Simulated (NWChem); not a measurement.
System: CrO₃; SMILES [O]=[Cr](=[O])=[O]

Here is an NWChem input.

```
start job
memory heap 200 mb stack 900 mb global 1100 mb
geometry units angstroms noautosym nocenter noautoz
  Cr     0.000000     0.000000     0.180829
  O     -1.400809     0.540589    -0.210671
  O      0.232241    -1.483431    -0.210671
  O      1.168568     0.942842    -0.210671
end
basis spherical
  * library def2-tzvp
end
dft
  xc xpbe96 cpbe96
  iterations 150
  vectors input atomic output neutral.movecs
end
task dft energy
charge 1
dft
  odft
  mult 2
  vectors input atomic output cation.movecs
end
task dft energy
```

All runs use the structure optimised with PBE0/def2-SVP.

Ions are spin-unrestricted doublets at the neutral geometry; other ion states weren't tried.

Q: Predict the main results of this run. (PBE/def2-TZVP, vertical spin-unrestricted ions.) Quantities: vertical ionisation energy, ΔSCF (eV); −ε(HOMO) (eV).

A: 
- vertical ionisation energy, ΔSCF (eV) = 11.35
- −ε(HOMO) (eV) = 7.58
